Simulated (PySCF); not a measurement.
C5H4ClP.
Bonds: Cl1–C2, C2–C3 (aromatic), C3–C4 (aromatic), C4–C5 (aromatic), C5–C6 (aromatic), C6–P7 (aromatic), C2–P7 (aromatic). Hydrogens: H8 on C3; H9 on C4; H10 on C5; H11 on C6.

NICS is the negative of the GIAO shielding at a point without a nucleus: at the ring centre (0) and 1 Å above and below it (1); zz is the component along the ring normal. Level: GIAO PBE0/pcSseg-1 (PySCF, non-relativistic, gas phase) on the GFN2-xTB geometry, one conformer.

Ring bond lengths (Å), with Mayer bond orders in brackets: C2–C3 1.380 (1.37), C3–C4 1.385 (1.44), C4–C5 1.386 (1.43), C5–C6 1.378 (1.46), C6–P7 1.734 (1.30), P7–C2 1.744 (1.23).

Question: What do the NICS probes read (ppm)?

Answer: 
```json
{"ring": "C2–C3–C4–C5–C6–P7", "type": "6-membered ring with P; formal bonds all aromatic", "NICS(0)": "-7.8", "NICS(1), two faces": "-10.3 / -10.3", "NICS(1)zz, two faces": "-25.5 / -25.5", "rms pucker (Å)": "0.00", "centre to ring atoms, mean (Å)": "1.49"}
```

Question: What do they say, and how far can they be read as aromaticity?

Answer: 
- C2–C3–C4–C5–C6–P7: mean NICS(1)zz -25.5 ppm, shielded.

Question: How equal are the bonds by HOMA? Use HOMA with the parameters of Krygowski (1993).

Answer: 
- C2–C3–C4–C5–C6–P7: HOMA 0.92; the largest term is that of P7–C2, α(R − Ropt)² = 0.25.

Question: At the second NICS(1) probe listed for ring C2–C3–C4–C5–C6–P7, 1 Å off the ring, how large is the induced field along the normal in 7.05 T applied along it?

Answer: NICSzz × B0 = -25.5 ppm × 7.05 T = -180 μT, against the applied field.

Question: How shielded are the nuclei of the rings and their hydrogens (means over atoms taken as equivalent)?

Answer: 
| atoms | environment | σ isotropic (ppm) |
| --- | --- | --- |
| C2 | aromatic C–Cl carbon | 2.9 |
| C3 | aromatic CH carbon | 46.4 |
| C4 | aromatic CH carbon | 50.9 |
| C5 | aromatic CH carbon | 50.9 |
| C6 | aromatic CH carbon | 19.7 |
| P7 | phosphorus bonded to 2 C | 89.2 |
| H8 | aromatic hydrogen | 23.58 |
| H9 | aromatic hydrogen | 23.96 |
| H10 | aromatic hydrogen | 23.79 |
| H11 | aromatic hydrogen | 22.64 |
